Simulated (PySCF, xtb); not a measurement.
MgHBr, SMILES [MgH][Br].

GFN2-xTB (xtb) at its own geometry gives an orbital gap of 4.17 eV and a dipole moment of 4.42 D.

Geometry optimised at B3LYP-D3(BJ)/def2-TZVP.

Q: What does HF/def2-TZVPD run with PySCF give? (The exact figures need the calculation; the answer reports its results.)

A: gap 11.94 eV (levels -11.04 and 0.90 eV), dipole 1.63 D.
